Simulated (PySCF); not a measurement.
Molecule: C5H12SeSi, SMILES C[Si](C)(C)/C=C\[SeH]. Atoms near the plane z = 1.2 Å, at the GFN2-xTB optimised geometry (x, y, z in Å): C1 (1.7, 0.3, 1.6), Si2 (1.1, -0.6, 0.0), C4 (1.6, -2.4, 0.0), C5 (-0.8, -0.6, 0.0), C6 (-1.6, 0.5, 0.0), Se7 (-1.0, 2.3, 0.0), H8 (1.3, -0.2, 2.5), H9 (2.8, 0.3, 1.6), H10 (1.4, 1.4, 1.6), H15 (2.7, -2.4, 0.0), H16 (1.3, -2.9, 0.9), H17 (-1.3, -1.5, 0.0), H18 (-2.7, 0.5, 0.0), H19 (-2.3, 2.9, 0.0).

Computed with PBE/def2-SVP run with PySCF. Cells within 0.4 Å of a nucleus heavier than hydrogen are left out (blank, or x). The values are rescaled to run from 0 to 1.

```
|33333333333333333333333333333|
|33333333333333333333333333333|
|33333333333443333333333333333|
|33333333444444433333333333333|
|33333334445555443333333333333|
|33333334456666544333333333333|
|33333344567887544333333333333|
|33333344579998654333333333333|
|33333344578997654333333333333|
|33333334567876544333333333333|
|33333333445665443332233333333|
|33333333333444433332223333333|
|33333332222233333333333333333|
|3333332221111223345x433333333|
|33333322110001223466433333333|
|33333322210000123455443333333|
|33333332210000123444433333333|
|33333332221001123344333333333|
|33333333222111223333333333333|
|33333333322222223333333333333|
|33333333332222333333333333333|
|33333333333333333333333333333|
|33333333333333333333333333333|
|33333333333333333333333333333|
|33333333333333333333333333333|
|33333333333333333333333333333|
|33333333333333333333333333333|
|33333333333333333333333333333|
|33333333333333333333333333333|
```
Scale: ten equal steps from 0.000 (start of '0') to 1.00 (end of '9'), in the order '0123456789'; x runs from -5.00 to 5.00, y from -5.00 (bottom) to 5.00 (top).

### Question
Which quantity is mapped?
(A) electron localisation function
(B) log10 of the electron density
(C) electrostatic potential
(D) an orbital amplitude

### Answer
D, an orbital amplitude. In full: HOMO amplitude (bohr^(-3/2)).
